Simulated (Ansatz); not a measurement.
A nudged elastic band was laid between two geometries of CH₈AlNO (12 atoms, charge 0, multiplicity 1).

These are results of Ansatz 0.2.0, RKS BLYP/def2-SVP, not measurements.

```json
{"movable images": "5", "climbing image": "yes", "spring": "5.0 eV/Å²", "optimiser": "quadratic models (default)", "start path": "through a guess of the saddle point", "force threshold": "0.05 eV/Å", "iteration limit": "60", "end points": "relaxed"}
```

First end point:

```xyz
12
Properties=species:S:1:pos:R:3
Al -1.367 -0.380 0.089
N -0.271 -1.424 1.219
H -1.469 -0.907 -1.421
H -2.541 0.431 0.804
H 0.641 0.010 0.686
O 0.270 0.797 0.126
C 1.128 1.234 -0.948
H 0.066 -2.344 0.909
H -0.489 -1.504 2.220
H 2.062 1.662 -0.532
H 0.594 2.023 -1.510
H 1.375 0.403 -1.643
```

Last end point:

```xyz
12
Properties=species:S:1:pos:R:3
Al -1.091 -0.100 0.003
N -0.318 -1.573 1.252
H -1.798 -0.952 -1.164
H -1.999 0.770 1.006
H 0.696 -1.374 1.191
O 0.548 0.479 -0.310
C 1.121 1.479 -1.113
H -0.472 -2.544 0.942
H -0.598 -1.508 2.242
H 0.828 2.511 -0.796
H 0.848 1.381 -2.194
H 2.235 1.432 -1.059
```

(1) What changes between the two ends?

(2) What energy profile does the band end with?

(3) What is the geometry of the highest image?

(4) What are the harmonic wavenumbers there?

Results:

(1) Bonds broken: H5–O6. Bonds formed: N2–H5.

(2) The run converged. The highest image is number 1 of 0 to 6, 0.035 eV above the first end and 0.768 eV above the last; the last end lies 0.733 eV below the first. A vibrational analysis at the climbing image gives one clearly imaginary mode, 116i cm⁻¹: a first-order saddle point. The orbitals stay closed-shell, which can raise the energy where a bond breaks towards radicals; this wasn't checked here.

```csv
image,path coordinate (Å),energy (eV),H5–O6 (Å),N2–H5 (Å)
0,0.00,0.000,1.03,1.78
1,1.69,0.035,1.05,1.71
2,2.71,-0.654,2.10,1.04
3,3.73,-0.712,2.44,1.03
4,4.76,-0.714,2.39,1.03
5,5.78,-0.718,2.38,1.03
6,6.80,-0.733,2.39,1.03
```

(3) 
```xyz
12
Properties=species:S:1:pos:R:3
Al -1.401 -0.240 0.180
N -0.302 -1.484 1.105
H -1.711 -0.622 -1.346
H -2.418 0.590 1.087
H 0.651 -0.155 0.617
O 0.346 0.731 0.145
C 1.175 1.210 -0.932
H -0.092 -2.396 0.679
H -0.431 -1.646 2.112
H 1.499 2.248 -0.718
H 0.610 1.195 -1.886
H 2.074 0.570 -1.042
```

(4) 116i, 104, 150, 216, 344, 407, 411, 503, 587, 632, 668, 747, 759, 966, 1029, 1125, 1152, 1300, 1420, 1429, 1442, 1509, 1845, 1873, 2568, 2951, 3035, 3039, 3411, 3485 cm⁻¹.

Time of the run: 2.3 min on 2 threads of Intel(R) Xeon(R) Platinum 8488C (Sapphire Rapids), on a shared host, peak memory 0.15 GiB.
